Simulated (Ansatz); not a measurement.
Mulliken charges of FHOS$_{2}$W (`[OH][W]([F])(=[S])=[S]`) from ωB97M-V/def2-TZVPP in Ansatz (PBE0-D4/def2-TZVP geometry).

```
atom   x (Å)   y (Å)   z (Å)  charge (e)
  O1  -0.741   0.825  -1.003      -0.367
  W2   0.191  -0.061   0.343       0.793
  F3  -0.708   0.037   1.956      -0.292
  S4   0.453  -2.092  -0.193      -0.173
  S5   2.093   0.854   0.537      -0.179
  H6  -1.246   0.374  -1.686       0.217
```

Question: By hand: the dipole of these point charges (1 e Å = 4.8032 D).

Answer: Σ q r = (-0.093, -0.072, -0.360) e Å, of length 0.379 e Å = 1.82 D.

Question: How does the dipole of the full density compare? (Best estimate.)

Answer: The calculation gave: (-0.408, 0.012, -0.365) e Å, 2.63 D; the point charges give 0.69 times that, at 36° from its direction.

Point charges leave out the atoms' own dipoles, such as those of lone pairs, and Mulliken's split depends on the basis, so the two needn't agree.
